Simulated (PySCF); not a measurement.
A structure optimised at PBE0-D3(BJ)/def2-SVP (Å):
```
atom  x, y, z in Å
C1    -2.9415    0.9554    0.1563
C2    -1.6310    0.2561    0.4793
C3    -0.7585    0.0478   -0.7515
C4     0.5653   -0.6834   -0.5110
As5    0.2182   -2.6065   -0.0809
C6     1.4956   -0.0163    0.4916
As7    1.8289    1.9121    0.0957
H8    -3.5465    1.1211    1.0603
H9    -3.5482    0.3627   -0.5471
H10   -2.7625    1.9379   -0.3092
H11   -1.0780    0.8479    1.2287
H12   -1.8399   -0.7178    0.9565
H13   -1.3349   -0.5011   -1.5163
H14   -0.5423    1.0365   -1.1991
H15    1.0873   -0.7488   -1.4819
H16    1.6936   -2.9739    0.0539
H17    0.0805   -2.4175    1.4282
H18    2.4580   -0.5439    0.5338
H19    1.0684   -0.0457    1.5068
H20    3.1192    1.9846    0.9067
H21    2.5928    1.6487   -1.2009
```

Neutral, closed shell.

**Question.** Which heavy atoms are bonded, and with what formal order?

**Answer.** C1–C2 1.52 Å (single); C2–C3 1.52 Å (single); C3–C4 1.53 Å (single); C4–As5 2.00 Å (single); C4–C6 1.52 Å (single); C6–As7 2.00 Å (single). Bonds to hydrogen (Å): C1–H8 1.10; C1–H9 1.10; C1–H10 1.10; C2–H11 1.10; C2–H12 1.10; C3–H13 1.10; C3–H14 1.11; C4–H15 1.10; As5–H16 1.53; As5–H17 1.53; C6–H18 1.10; C6–H19 1.10; As7–H20 1.53; As7–H21 1.53.

**Question.** Give the structure as a SMILES string.

**Answer.** `CCC[C@H]([AsH2])C[AsH2]`, C5H14As2.

**Question.** What is the point group of this geometry?

**Answer.** C1 (no symmetry element, even within 0.4 Å).

**Question.** Classify the heavy atoms.

**Answer.** C1: methyl carbon; C2: chain CH2 carbon; C3: chain CH2 carbon; C4: sp3 CH carbon; As5: arsenic bonded to C and 2 H; C6: chain CH2 carbon; As7: arsenic bonded to C and 2 H.

**Question.** What is the arrangement about C1?

**Answer.** It has 4 neighbours (C2, H8, H9, H10) and is tetrahedral (angles from 107.4° to 111.6°).

**Question.** What is the arrangement about As7?

**Answer.** It has 3 neighbours (C6, H20, H21) and is pyramidal (angles 94.9°, 94.7° and 92.1°, sum 281.7°, 0.89 Å off the plane of its three neighbours).

The numbers are calculated, not measured.
